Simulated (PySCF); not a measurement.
ClFH₄SSi₂, SMILES Cl[SiH2]S[SiH2]F. The structure is a stationary point at PBE-D3(BJ)/def2-SVP. This is a generated structure with no PubChem entry under its InChIKey; it may be hypothetical. One conformer was computed; it need not be the lowest.

Computed equilibrium geometry at PBE-D3(BJ)/def2-SVP (PySCF confirms it by a frequency run) as Cartesian coordinates in Å (one conformer of several):
```xyz
9

Si    -1.8378     0.0338    -0.1594
F     -2.4674     0.7944     1.1470
S     -0.1138     1.0838    -0.9054
Si     1.3302     0.2504     0.4653
Cl     1.8920    -1.6762    -0.0812
H     -1.4538    -1.3478     0.2713
H     -2.8543     0.0587    -1.2551
H      0.7493     0.1747     1.8443
H      2.5297     1.1411     0.4004
```
Charge 0, spin multiplicity 1.
